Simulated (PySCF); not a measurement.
SMILES COB(C)O[SiH3] (C₂H₉BO₂Si) (GFN2-xTB optimised geometry):

```
15

B     -0.622    -0.652     0.000
C     -1.504    -1.986    -0.001
H     -1.271    -2.612    -0.860
H     -2.566    -1.765    -0.027
H     -1.309    -2.584     0.888
O      0.737    -0.652     0.000
C      1.520    -1.819     0.000
H      1.335    -2.417    -0.897
H      2.566    -1.510     0.018
H      1.309    -2.434     0.879
O     -1.222     0.544     0.000
Si    -1.066     2.150     0.042
H     -1.448     2.540     1.401
H     -2.024     2.602    -0.968
H      0.288     2.612    -0.268
```

Calculation: B3LYP/def2-TZVP (PySCF).

Q: What are the frontier orbital energies and the dipole moment?

A: HOMO-2 -8.81 eV, HOMO-1 -8.18 eV, HOMO -8.16 eV, LUMO 0.16 eV, LUMO+1 0.83 eV; dipole moment 1.38 D.

Meta-Löwdin charges at B3LYP/def2-TZVP: B1 0.46, C2 -0.49, H3 0.12, H4 0.13, H5 0.12, O6 -0.39, C7 -0.10, H8 0.10, H9 0.12, H10 0.10, O11 -0.61, Si12 0.80, H13 -0.12, H14 -0.12, H15 -0.12.
